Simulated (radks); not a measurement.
Spherical quantum dot in the effective-mass picture: electrons in a hard-walled sphere of radius 5.68, with a point charge +2 (a donor) at the centre, all in effective atomic units (hartree* = m*/eps^2 hartree, bohr* = eps/m* bohr), one dielectric constant everywhere. Calculated with a radial shooting solver with Libxc functionals: non-relativistic Kohn-Sham, LDA (Slater exchange, Perdew-Wang correlation), spin-polarised, spherical densities. Levels are named by radial order and angular momentum (1s, 1p, 1d, 2s, ...), and open shells are averaged over m.

N = 15, configuration 1s2 1p6 1d(up 5, down 0) 2s2. This is the lowest configuration that the search found. Occupied and some empty levels:

level,occupation,eigenvalue (hartree*),<r> (bohr*)
1s up,1,2.8156,1.435
1s down,1,2.8231,1.278
2s up,1,3.0167,3.473
1p up,3,3.0447,3.930
2s down,1,3.0607,3.609
1p down,3,3.0947,3.913
1d up,5,3.1883,4.074
1d down,0,3.2400,4.069
1f up,0,3.3825,4.186
1f down,0,3.4349,4.185
1g up,0,3.6238,4.279
1g down,0,3.6764,4.280
2p up,0,3.7428,2.826
2p down,0,3.7689,2.809

Energy (hartree*): total 19.0876, kinetic 8.6603, external -13.509, Hartree 28.337, exchange-correlation -4.4005.
